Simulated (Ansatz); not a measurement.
This geometry of C$_{3}$H$_{8}$SSi (13 atoms, charge 0, multiplicity 1) is a first-order saddle point.

The calculation used RKS B3LYP/def2-SVP in Ansatz.

```xyz
13
Properties=species:S:1:pos:R:3
C -2.426 -0.473 0.917
S -1.006 0.025 1.960
C 0.164 0.553 0.705
C 0.904 -0.285 -0.039
Si 2.129 0.286 -1.343
H -3.207 -0.817 1.612
H -2.158 -1.297 0.242
H -2.814 0.377 0.336
H 0.265 1.641 0.597
H 0.777 -1.363 0.133
H 3.494 -0.237 -1.042
H 1.735 -0.223 -2.691
H 2.163 1.777 -1.372
```

Q: Which two structures does it join? (They come from a converged band through this point; their orientation in space is the band's.)

A: No bond is made or broken. The dihedral C1–S2–C3–C4 goes from -180 to 0°.

Initial state:

```xyz
13
Properties=species:S:1:pos:R:3
C -2.566 -0.054 1.277
S -1.198 -1.232 1.032
C -0.061 -0.246 0.119
C 1.141 -0.670 -0.319
Si 2.314 0.416 -1.282
H -3.333 -0.587 1.857
H -3.002 0.259 0.317
H -2.238 0.826 1.848
H -0.406 0.777 -0.078
H 1.440 -1.703 -0.096
H 3.619 0.579 -0.570
H 2.618 -0.162 -2.627
H 1.692 1.762 -1.464
```

Final state:

```xyz
13
Properties=species:S:1:pos:R:3
C -2.080 -0.709 1.274
S -1.943 0.973 0.605
C -0.367 0.966 -0.164
C 0.544 -0.024 -0.259
Si 2.180 0.189 -1.134
H -3.057 -0.760 1.775
H -1.287 -0.911 2.009
H -2.047 -1.461 0.471
H -0.172 1.950 -0.609
H 0.324 -0.998 0.194
H 3.330 -0.047 -0.208
H 2.325 -0.780 -2.264
H 2.270 1.578 -1.674
```

Q: How far does it lie above each of them?

A: 0.212 eV above the first and 0.271 eV above the second. This is the barrier of this one path; another mechanism may lie lower.

Run time: 5.4 min on 2 threads of Arm Neoverse V1, with other jobs on the host, peak memory 0.3 GiB.
